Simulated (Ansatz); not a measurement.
Ti2O4⁻, relaxed as a doublet with UKS PBE-D4/def2-SVPD in Ansatz, starting from the GFN2-xTB geometry. Force threshold 0.02 eV/Å.

The highest occupied level of the charge -1 doublet lies above zero (up to 0.30 eV). The electron is either unbound and held by the finite basis, or the level is raised by self-interaction error. Another isomer (doublet) lies 0.04 eV lower at PBE0-D4/def2-TZVPD; other spin states weren't run for this one.

Start:

Cartesian coordinates in Å:
```
Ti 0.937 -0.815 -0.355
Ti -0.932 0.809 0.359
O 1.972 -1.556 -1.346
O -0.896 -0.939 -0.226
O 0.906 0.918 0.268
O -1.988 1.583 1.300
```

| step | energy (eV) | largest force component (eV/Å) | SCF passes |
| --- | --- | --- | --- |
| 1 | -54396.6195 | 2.477 | 27 |
| 2 | -54396.9928 | 0.981 | 31 |
| 3 | -54397.0387 | 0.861 | 31 |
| 4 | -54397.0763 | 0.285 | 27 |
| 5 | -54397.0921 | 0.078 | 31 |
| 6 | -54397.0928 | 0.011 | 27 |

Force components are those of the run's own axes.

End:

```xyz
6

Ti    0.9837   -0.9171   -0.1416
Ti   -0.9833    0.9166    0.1417
O     1.9236   -1.4948   -1.3991
O    -0.8825   -0.9098   -0.2413
O     0.8829    0.9091    0.2424
O    -1.9243    1.4959    1.3978
```

By distances, no bond broke or formed. The bond that changes most is Ti2–O6, from 1.61 to 1.67 Å (atoms count from 1).

No frequencies were taken in this run, so the end may be a saddle point.

Run time 19 s (4 threads of Arm Neoverse V1 on a shared host).
